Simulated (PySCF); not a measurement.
A run for PySCF: R-HF/3-21G on BCl2H (SMILES ClBCl), a point of a bond scan (R = 1.063 Å).

```python
from pyscf import gto, scf, dft, mp
from pyscf.data.elements import chemcore

mol = gto.M(
    atom='''
    B    -0.49962006   -0.31561335   -0.37757090
    H    -1.25727864   -0.79423137   -0.95014564
    Cl   -0.35825051    1.42024989   -0.41873399
    Cl    0.58410718   -1.27757472    0.58941750
    ''',
    basis='3-21g',
    charge=0, spin=0, verbose=3, max_memory=1800)
mf = scf.RHF(mol)
mf.conv_tol = 1e-8
mf.max_cycle = 100
mf.kernel()
if not mf.converged:
    mf = mf.newton().run(mf.mo_coeff, mf.mo_occ)
```

Program output:

```
converged SCF energy = -939.767634264028
```

The run converged.

Cost: around 0.3 core-seconds (rough).
